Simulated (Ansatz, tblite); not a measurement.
Removing and adding an electron: the cluster Si2O4. Charge 0, multiplicity 1. Geometry: PBE0-D4/def2-SVP. Ansatz, gas phase; energy differences of separate SCF runs; the oxidised species was run as a doublet alone; the reduced species was run as a doublet alone.

Cartesian coordinates in Å:
```
Si -0.165 1.176 -0.167
Si 0.165 -1.176 0.167
O -0.686 -0.229 -0.932
O 0.686 0.229 0.932
O 0.374 -2.659 0.377
O -0.374 2.659 -0.377
```

The xTB rows come from tblite. The structure comes from a short search, and lower isomers may exist.

```
               level  −HOMO (eV)  vertical IE (eV)  −LUMO (eV)  vertical EA (eV)  HOMO–LUMO gap (eV)  IE − EA (eV)                       remarks
            GFN1-xTB       13.72             17.43        9.01              5.30                4.71         12.12                             –
            GFN2-xTB       13.39             16.77        7.55              4.41                5.84         12.36                             –
    PBE-D4/def2-TZVP        8.06             11.21        4.16                 –                3.89             –                             –
   PBE-D4/def2-TZVPD        8.11                 –        4.28              1.85                3.83             –  HOMO above zero (-1 doublet)
 r2SCAN-D4/def2-TZVP        8.39             11.34        3.89                 –                4.50             –                             –
r2SCAN-D4/def2-TZVPD        8.43                 –        3.98              1.77                4.45             –  HOMO above zero (-1 doublet)
   PBE0-D4/def2-TZVP        9.66             11.69        3.29                 –                6.37             –                             –
  PBE0-D4/def2-TZVPD        9.70                 –        3.43              1.76                6.27             –                             –
```

Relaxing the reduced species (PBE0-D4/def2-SVPD) changes its energy by -0.58 eV at PBE0-D4/def2-TZVPD, so the adiabatic electron affinity to this nearest minimum is 2.34 eV. At PBE-D4/def2-TZVPD it is 2.37 eV.     A HOMO above zero means that the electron is unbound at that level or that self-interaction error raises the level; the energy of removing that electron tells which. Raw xTB energy differences between charge states are shifted by several eV; the methods need an empirical correction for them.
